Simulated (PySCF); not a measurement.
The third ionisation energy along the third row

Calculated with PySCF 2.14 from differences of total energies of unrestricted determinants, without spin-orbit coupling. Values in eV. The last column holds reference values (NIST; (s) semi-empirical, (t) theoretical, else measured). Unmarked ones compare directly (S terms, centres of terms, or small fine structure); those marked * lie between the lowest fine-structure levels and include a spin-orbit shift.

```tsv
element	configurations	UHF	LDA	PBE	PBE0	r2SCAN	MP2 (valence)	reference
Al (aug-cc-pV(5+d)Z, non-relativistic)	[Ne] 3s1 → [Ne]	28.040	28.822	28.819	28.682	28.375	n/a	28.448
Si (aug-cc-pV(5+d)Z, non-relativistic)	[Ne] 3s2 → [Ne] 3s1	31.955	33.521	33.377	33.241	32.859	32.880	33.493
P (aug-cc-pV(5+d)Z, non-relativistic)	[Ne] 3s2 3p1 → [Ne] 3s2	29.591	30.208	30.246	30.268	30.380	29.936	30.203 *
S (aug-cc-pV(5+d)Z, non-relativistic)	[Ne] 3s2 3p2 → [Ne] 3s2 3p1	34.158	34.876	34.833	34.875	35.027	34.701	34.86 ± 0.04 (s) *
Cl (aug-cc-pV(5+d)Z, non-relativistic)	[Ne] 3s2 3p3 → [Ne] 3s2 3p2	38.960	39.665	39.577	39.660	39.833	39.682	39.8 ± 0.11 (s) *
Ar (aug-cc-pV(5+d)Z, non-relativistic)	[Ne] 3s2 3p4 → [Ne] 3s2 3p3	39.394	40.849	40.721	40.721	40.697	40.393	40.735 ± 0.012 (s) *
```

"Valence" correlates the outer s and p shells and, in groups 3 to 12 and the f block, the outer d or f shell, open or full, or the next shell where the ion has no valence electron left; the wider scheme adds the next inner shell.
